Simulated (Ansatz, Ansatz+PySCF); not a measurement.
```yaml
atoms:
  - { symbol: H, position_ang: [0.0000, 0.0000, -1.1413] }
  - { symbol: H, position_ang: [0.0000, 0.0000, 1.1413] }
```

Basis set: cc-pVDZ (spherical functions). All electrons are correlated. Charge 0, multiplicity 1.

Computed with Ansatz (development build ahead of 0.2.0); each method stands on the lowest determinant of its kind that the runs found. Restricted open shells among the atoms or ions are ROHF, correlated in semicanonical orbitals with singles. Restricted functionals stand beside restricted open-shell atoms, which can lie above the unrestricted atoms usual in DFT and then raise those values.

The atomization energy at this shape (free ground-state atoms in the same class of orbitals less the molecule, no zero-point energy) of singlet H₂:

```csv
method,atomization energy
r²SCAN (unrestricted),0.26 eV
PBE0 (unrestricted),0.12 eV
PBE (unrestricted),0.14 eV
UHF-MP2,0.06 eV
UHF,0.04 eV
ωB97X (unrestricted),-0.06 eV
PBE (restricted),-0.69 eV
PBE0 (restricted),-1.16 eV
ωB97X (restricted),-1.44 eV
RHF-MP2,-1.38 eV
RHF,-3.03 eV
```

(1) What does r²SCAN (restricted) give?

## Answers

(1) -0.90 eV. Caution: the shape is not the minimum. Caution for r²SCAN (unrestricted), PBE (unrestricted): the unrestricted determinant is spin contaminated. Caution for PBE0 (unrestricted), UHF-MP2, UHF, ωB97X (unrestricted): the determinant breaks the point group; the unrestricted determinant is a mixture of spin states. Caution for UHF-MP2, RHF-MP2: large amplitudes, a single reference is doubtful. Caution for PBE (restricted), r²SCAN (restricted), PBE0 (restricted), ωB97X (restricted), RHF-MP2, RHF: an unrestricted determinant lies well below. Caution for PBE0 (restricted), ωB97X (restricted), RHF-MP2, RHF: the molecule lies well above its atoms at this level.
